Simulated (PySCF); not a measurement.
# Ionising RbP

revPBE; PySCF, scalar-relativistic core potentials, basis sets Rb def2-SVPD with ECP28, P def2-SVPD. Neutral (UKS): triplet (π ↑↑), Re = 3.239 Å, ωe = 166 cm⁻¹, De = 1.29 eV, HOMO -2.85 eV, LUMO -2.01 eV.

RbP⁺ (UKS): quartet (σ ↑, π ↑↑), Re = 3.833 Å, ωe = 60.4 cm⁻¹, De = 0.17 eV to Rb⁺ + P. The energies at the minima are -365.24353 hartree for RbP and -365.04765 for RbP⁺.

(1) Work out the adiabatic ionisation energy, without and with harmonic zero-point energies (1 hartree = 27.2114 eV, 1 eV = 8065.5 cm⁻¹), and the change of the bond length.

Weak bonds: RbP⁺. Basis-set superposition, not corrected here, can be much of De in a small basis, most of all at correlated wavefunction levels. Spin–orbit coupling is left out. For an ion De counts to the pair picked by the measured ionisation energies or electron affinities, which need not be the lowest pair at this level. States were picked by a PBE0 search and need not be the measured ground states.

## Answers

(1) At revPBE: 0.19588 hartree = 5.330 eV between the minima; the zero-point term (60.4 − 166.0)/2 cm⁻¹ = -0.007 eV makes it 5.324 eV. Re changes by +59.4 pm against the neutral. The electron leaves a σ orbital, and the ion is left as a loose complex of an ion and an atom.
